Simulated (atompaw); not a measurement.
# u(r) = r·R(r): atom against pseudo-atom (ytterbium (Yb))

Columns: radius, all-electron u(r) and pseudo u(r) of the 5s shell (level -58.39 eV) of ytterbium in the configuration [Kr] 4d10 4f14 5s2 5p6 5d0 6s1.5 6p0; LDA (PW92), scalar-relativistic, PAW (atompaw) scheme, atompaw 4.2.0.5.

| r (bohr) | all-electron | pseudo |
| --- | --- | --- |
| 0.098 | 0.0398 | 0.1674 |
| 0.196 | 0.2984 | 0.3298 |
| 0.294 | -0.3105 | 0.4825 |
| 0.392 | -0.5690 | 0.6212 |
| 0.490 | -0.3634 | 0.7421 |
| 0.588 | 0.0402 | 0.8424 |
| 0.687 | 0.4440 | 0.9207 |
| 0.785 | 0.7515 | 0.9743 |
| 0.883 | 0.9485 | 1.0040 |
| 0.981 | 1.0481 | 1.0106 |
| 1.079 | 1.0726 | 0.9958 |
| 1.177 | 1.0447 | 0.9621 |
| 1.275 | 0.9833 | 0.9126 |
| 1.373 | 0.9028 | 0.8505 |
| 1.471 | 0.8137 | 0.7797 |
| 1.569 | 0.7229 | 0.7037 |
| 1.667 | 0.6351 | 0.6260 |
| 1.765 | 0.5529 | 0.5497 |
| 1.863 | 0.4778 | 0.4773 |
| 1.962 | 0.4098 | 0.4100 |
| 2.060 | 0.3502 | 0.3503 |
| 2.158 | 0.2980 | 0.2980 |
| 2.256 | 0.2527 | 0.2527 |
| 2.354 | 0.2136 | 0.2136 |
| 2.452 | 0.1801 | 0.1801 |
| 2.550 | 0.1514 | 0.1514 |

Problem. How many radial nodes do the two functions have?

Solution. The all-electron 5s function has n − l − 1 = 4 (the table is too coarse to show those close to the nucleus); the pseudo-wave has 0, since the states of the same l below it are removed with the core.

Problem. At about which radius was the pseudo-wave matched?

Solution. 2.20 bohr. The columns agree to 0.0005 from 1.96 bohr on; several derivatives are matched, so the curves merge somewhat inside the radius.

Problem. Is the pseudo-wave norm-conserving?

Solution. No, it belongs to a PAW set: the norm inside the radius is not constrained, and the difference is carried by the augmentation charge.
